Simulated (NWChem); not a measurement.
System: CH$_{4}$BClOS; SMILES ClB(OC)S

Output (shortened):

```
             Northwest Computational Chemistry Package (NWChem) 7.3.0
             --------------------------------------------------------

 C1  symmetry detected

                             Geometry "geometry" -> ""
                             -------------------------

 Output coordinates in angstroms (scale by  1.889725989 to convert to a.u.)

  No.       Tag          Charge          X              Y              Z
 ---- ---------------- ---------- -------------- -------------- --------------
    1 B                    5.0000    -0.10812456    -0.13509848    -0.00004327
    2 Cl                  17.0000    -0.40628792    -1.85016357    -0.00031484
    3 O                    8.0000    -1.17909829     0.64241340     0.00160879
    4 C                    6.0000    -1.21312867     2.05445700    -0.00078580
    5 H                    1.0000    -1.68913670     2.38212724    -0.92615306
    6 H                    1.0000    -1.81196380     2.37752719     0.85159283
    7 H                    1.0000    -0.20976309     2.47998371     0.06811223
    8 S                   16.0000     1.60327883     0.50553324    -0.00008748
    9 H                    1.0000     2.21747815    -0.66594594     0.00526089

 Effective nuclear repulsion energy (a.u.)     262.0576775369

                                Z-matrix (autoz)
                                --------

 Units are Angstrom for bonds and degrees for angles

      Type          Name      I     J     K     L     M      Value
      ----------- --------  ----- ----- ----- ----- ----- ----------
    1 Stretch                  1     2                       1.74079
    2 Stretch                  1     3                       1.32345
    3 Stretch                  1     8                       1.82738
    4 Stretch                  3     4                       1.41246
    5 Stretch                  4     5                       1.09099
    6 Stretch                  4     6                       1.09065
    7 Stretch                  4     7                       1.09205
    8 Stretch                  8     9                       1.32274
    9 Bend                     1     3     4               127.35944
   10 Bend                     1     8     9                97.14524
   11 Bend                     2     1     3               116.11683
   12 Bend                     2     1     8               120.38472
   13 Bend                     3     1     8               123.49841
   14 Bend                     3     4     5               108.19216
   15 Bend                     3     4     6               107.94079
   16 Bend                     3     4     7               111.54939
   17 Bend                     5     4     6               109.53364
   18 Bend                     5     4     7               109.71611
   19 Bend                     6     4     7               109.86119
   20 Torsion                  1     3     4     5         116.67680
   21 Torsion                  1     3     4     6        -124.87628
   22 Torsion                  1     3     4     7          -4.09208
   23 Torsion                  2     1     3     4        -179.84830
   24 Torsion                  2     1     8     9          -0.24483
   25 Torsion                  3     1     8     9         179.68149
   26 Torsion                  4     3     1     8           0.22248

                           NWChem Geometry Optimization
                           ----------------------------

 maximum gradient threshold         (gmax) =   0.000450
 rms gradient threshold             (grms) =   0.000300
 maximum cartesian step threshold   (xmax) =   0.001800
 rms cartesian step threshold       (xrms) =   0.001200
 fixed trust radius                (trust) =   0.300000
 source of zmatrix                         =   autoz

          -------------------
          Energy Minimization
          -------------------

 Using diagonal initial Hessian
 Scaling for Hessian diagonals: bonds = 1.00  angles = 0.25  torsions = 0.10

          --------
          Step   0

                                 NWChem DFT Module
                                 -----------------

 Summary of "ao basis" -> "ao basis" (spherical)
 ------------------------------------------------------------------------------
       Tag                 Description            Shells   Functions and Types
 ---------------- ------------------------------  ------  ---------------------
 B                           6-31g*                  6       14   3s2p1d
 Cl                          6-31g*                  8       18   4s3p1d
 O                           6-31g*                  6       14   3s2p1d
 C                           6-31g*                  6       14   3s2p1d
 H                           6-31g*                  2        2   2s
 S                           6-31g*                  8       18   4s3p1d

            General Information
            -------------------
          SCF calculation type: DFT
          Wavefunction type:  closed shell.
          No. of atoms     :     9
          No. of electrons :    56
           Alpha electrons :    28
            Beta electrons :    28
          Charge           :     0
          Spin multiplicity:     1
          Use of symmetry is: off; symmetry adaption is: off
          Maximum number of iterations: 150
          AO basis - number of functions:    86
                     number of shells:    42
          Convergence on energy requested:  1.00D-06
          Convergence on density requested:  1.00D-05
          Convergence on gradient requested:  5.00D-04

              XC Information
              --------------
                         B3LYP Method XC Potential
                     Hartree-Fock (Exact) Exchange  0.200
                        Slater Exchange Functional  0.800 local
                    Becke 1988 Exchange Functional  0.720 non-local
              Lee-Yang-Parr Correlation Functional  0.810
                  VWN I RPA Correlation Functional  0.190 local

             Grid Information
             ----------------
          Grid used for XC integration:  medium
          Radial quadrature: Mura-Knowles
          Angular quadrature: Lebedev.
          Tag              B.-S. Rad. Rad. Pts. Rad. Cut. Ang. Pts.
          ---              ---------- --------- --------- ---------
          B                   0.85       49           9.0       434
          Cl                  1.00       88          11.0       590
          O                   0.60       49          10.0       434
          C                   0.70       49          11.0       434
          H                   0.35       45          12.0       434
          S                   1.00       88          10.0       590
          Grid pruning is: on
          Number of quadrature shells:   503
          Spatial weights used:  Erf1

      Superposition of Atomic Density Guess
      -------------------------------------

 Sum of atomic energies:        -995.83988870

      Non-variational initial energy
      ------------------------------

 Total energy =    -998.005148
 1-e energy   =   -1894.270552
 2-e energy   =     634.207726
 HOMO         =      -0.330312
 LUMO         =       0.093523

   convergence    iter        energy       DeltaE   RMS-Dens  Diis-err
 ---------------- ----- ----------------- --------- --------- ---------
 d= 0,ls=0.0,diis     1   -998.9886056232 -1.26D+03  1.32D-02  7.01D-01
 d= 0,ls=0.0,diis     2   -998.9818228215  6.78D-03  7.42D-03  8.69D-01
 d= 0,ls=0.0,diis     3   -999.0722872511 -9.05D-02  1.89D-03  5.70D-02
 d= 0,ls=0.0,diis     4   -999.0765125522 -4.23D-03  1.03D-03  1.00D-02
 d= 0,ls=0.0,diis     5   -999.0776764589 -1.16D-03  2.36D-04  3.39D-04
  Resetting Diis
 d= 0,ls=0.0,diis     6   -999.0777254854 -4.90D-05  3.84D-05  1.71D-05
 d= 0,ls=0.0,diis     7   -999.0777276153 -2.13D-06  1.89D-05  1.21D-06
 d= 0,ls=0.0,diis     8   -999.0777275596  5.57D-08  9.70D-06  1.69D-06

         Total DFT energy =     -999.077727559574
      One electron energy =    -1897.652497830882
           Coulomb energy =      710.200155110260
    Exchange-Corr. energy =      -73.683062375807
 Nuclear repulsion energy =      262.057677536855

 Numeric. integr. density =       56.000007543061

                       DFT Final Molecular Orbital Analysis
                       ------------------------------------

[...]

      ----------------------
      Optimization converged
      ----------------------

  Step       Energy      Delta E   Gmax     Grms     Xrms     Xmax
  ---- ---------------- -------- -------- -------- -------- --------
@   23    -999.08018368 -7.2D-08  0.00003  0.00001  0.00061  0.00141
                                     ok       ok       ok       ok

                                Z-matrix (autoz)
                                --------

 Units are Angstrom for bonds and degrees for angles

      Type          Name      I     J     K     L     M      Value     Gradient
      ----------- --------  ----- ----- ----- ----- ----- ---------- ----------
    1 Stretch                  1     2                       1.78134    0.00002
    2 Stretch                  1     3                       1.34250   -0.00001
    3 Stretch                  1     8                       1.83234    0.00000
    4 Stretch                  3     4                       1.42808   -0.00003
    5 Stretch                  4     5                       1.09545    0.00001
    6 Stretch                  4     6                       1.09153   -0.00000
    7 Stretch                  4     7                       1.09546    0.00001
    8 Stretch                  8     9                       1.34682   -0.00000
    9 Bend                     1     3     4               123.54625    0.00000
   10 Bend                     1     8     9                97.04649    0.00001
   11 Bend                     2     1     3               117.00895    0.00000
   12 Bend                     2     1     8               121.37290    0.00000
   13 Bend                     3     1     8               121.61815   -0.00000
   14 Bend                     3     4     5               110.73728    0.00000
   15 Bend                     3     4     6               107.14699    0.00000
   16 Bend                     3     4     7               110.73485    0.00000
   17 Bend                     5     4     6               109.41118   -0.00000
   18 Bend                     5     4     7               109.35803   -0.00001
   19 Bend                     6     4     7               109.41274    0.00000
   20 Torsion                  1     3     4     5          60.72978   -0.00000
   21 Torsion                  1     3     4     6         179.98592   -0.00000
   22 Torsion                  1     3     4     7         -60.75743    0.00000
   23 Torsion                  2     1     3     4        -179.99132    0.00000
   24 Torsion                  2     1     8     9           0.00196    0.00000
   25 Torsion                  3     1     8     9        -180.00000   -0.00000
   26 Torsion                  4     3     1     8           0.01052    0.00000

                         Geometry "geometry" -> "geometry"
                         ---------------------------------

 Output coordinates in angstroms (scale by  1.889725989 to convert to a.u.)

  No.       Tag          Charge          X              Y              Z
 ---- ---------------- ---------- -------------- -------------- --------------
    1 B                    5.0000    -0.13173519    -0.15210635     0.06854496
    2 Cl                  17.0000    -0.35592565    -1.90187688     0.31593639
    3 O                    8.0000    -1.20772564     0.63126515     0.24425587
    4 C                    6.0000    -1.18589853     2.04998110     0.08243428
    5 H                    1.0000    -0.90352403     2.31932571    -0.94115196
    6 H                    1.0000    -2.19463532     2.41286932     0.28788099
    7 H                    1.0000    -0.48322605     2.50980717     0.78588132
    8 S                   16.0000     1.49607125     0.54359206    -0.40446219
    9 H                    1.0000     2.16985310    -0.62202352    -0.44012939

 Effective nuclear repulsion energy (a.u.)     259.7174870470

                Final and change from initial internal coordinates
                --------------------------------------------------

                                Z-matrix (autoz)
                                --------

 Units are Angstrom for bonds and degrees for angles

[...]

 Rotational Constants
 --------------------
 A=   0.123999 cm-1  (  0.178403 K)
 B=   0.078628 cm-1  (  0.113126 K)
 C=   0.048563 cm-1  (  0.069870 K)

 Temperature                      =   298.15K
 frequency scaling parameter      =   1.0000

 Zero-Point correction to Energy  =   36.684 kcal/mol  (  0.058459 au)
 Thermal correction to Energy     =   40.827 kcal/mol  (  0.065062 au)
 Thermal correction to Enthalpy   =   41.419 kcal/mol  (  0.066006 au)

 Total Entropy                    =   81.833 cal/mol-K
   - Translational                =   39.984 cal/mol-K (mol. weight = 109.9764)
   - Rotational                   =   27.611 cal/mol-K (symmetry #  =        1)
   - Vibrational                  =   14.238 cal/mol-K

 Cv (constant volume heat capacity) =   21.050 cal/mol-K
   - Translational                  =    2.979 cal/mol-K
   - Rotational                     =    2.979 cal/mol-K
   - Vibrational                    =   15.091 cal/mol-K

[normal modes left out]

 ----------------------------------------------------------------------------
 Normal Eigenvalue ||           Projected Infra Red Intensities
  Mode   [cm**-1]  || [atomic units] [(debye/angs)**2] [(KM/mol)] [arbitrary]
 ------ ---------- || -------------- ----------------- ---------- -----------
    1       -0.000 ||    0.000338           0.008         0.329       0.081
    2        0.000 ||    0.000077           0.002         0.075       0.018
    3        0.000 ||    0.000365           0.008         0.356       0.087
    4        0.000 ||    0.000166           0.004         0.162       0.040
    5        0.000 ||    0.000334           0.008         0.325       0.080
    6        0.000 ||    0.000000           0.000         0.000       0.000
    7       86.414 ||    0.000012           0.000         0.012       0.003
    8      155.399 ||    0.006803           0.157         6.631       1.622
    9      188.746 ||    0.003986           0.092         3.886       0.951
   10      255.572 ||    0.001690           0.039         1.648       0.403
   11      344.095 ||    0.026127           0.603        25.470       6.231
   12      387.280 ||    0.007332           0.169         7.147       1.749
   13      514.293 ||    0.011915           0.275        11.615       2.842
   14      515.657 ||    0.008228           0.190         8.021       1.962
   15      804.303 ||    0.038849           0.896        37.872       9.265
   16      987.191 ||    0.347758           8.023       339.012      82.936
   17     1028.430 ||    0.005396           0.125         5.261       1.287
   18     1186.050 ||    0.000521           0.012         0.508       0.124
   19     1209.567 ||    0.010255           0.237         9.997       2.446
   20     1375.430 ||    0.518042          11.952       505.013     123.546
   21     1518.813 ||    0.000877           0.020         0.855       0.209
   22     1530.683 ||    0.008057           0.186         7.855       1.922
   23     1531.418 ||    0.054784           1.264        53.406      13.065
   24     2712.718 ||    0.002249           0.052         2.192       0.536
   25     3054.367 ||    0.031247           0.721        30.461       7.452
   26     3124.225 ||    0.023445           0.541        22.855       5.591
   27     3162.339 ||    0.023282           0.537        22.696       5.552
 ----------------------------------------------------------------------------
```

Level: B3LYP/6-31G* (spherical d). 

### Question
Reconstruct the input file.

### Answer
Several could match; the one computed here: the input that was run:
```
start job
memory heap 200 mb stack 900 mb global 1100 mb
geometry units angstroms
  B     -0.119586    -0.003373    -0.042613
  Cl    -1.427296     0.886191     0.684656
  O     -0.431786    -0.741135    -1.096060
  C      0.434566    -1.553347    -1.860767
  H      0.105823    -2.588965    -1.762383
  H      0.353690    -1.242523    -2.903060
  H      1.469904    -1.462055    -1.525650
  S      1.569845     0.109522     0.644692
  H      1.291567     0.949041     1.628258
end
basis spherical
  * library 6-31g*
end
dft
  xc b3lyp
  iterations 150
end
driver
  maxiter 120
end
task dft optimize
task dft freq
```
